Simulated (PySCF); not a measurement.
A GIAO shielding run with PySCF 2.14 (density fitting, non-relativistic, gas phase) on SMILES CS[Si@@H]1C[C@H]1C#N, C4H7NSSi:

```
$ OMP_NUM_THREADS=1 python probes_run.py task.json out

{"job": {"kind": "nmr", "xc": "PBE0", "basis": "pcSseg-1"}, "charge": 0, "multiplicity": 1}
C      2.906522     0.211899     0.244025
S      1.511672     0.856966    -0.734458
Si    -0.088665     0.417236     0.602041
C     -1.088896    -1.148497     0.327590
C     -1.770522     0.123931    -0.233947
C     -2.920320     0.571052     0.439402
N     -3.836112     0.941388     1.023623
H      2.795175    -0.858093     0.382622
H      3.805674     0.421591    -0.325439
H      2.948879     0.720512     1.201434
H      0.002817     1.030929     1.909407
H     -0.805328    -1.875089    -0.422833
H     -1.608788    -1.609466     1.156321
H     -1.852786     0.195168    -1.311929
```

Hardware: 1 thread of an Intel Xeon Platinum 8488C, shared host. The job also computes population analyses, field gradients, ring-centre shieldings.

Task: How large is the calculation?

Result: 68 electrons, 168 basis functions and 912 auxiliary functions.

Task: How long does it take, and how much memory does it need?

Result: 24 s of wall time, with 14 SCF cycles and 5 response iterations; peak memory 0.75 GiB. Times on a shared host scatter by some tens of per cent.
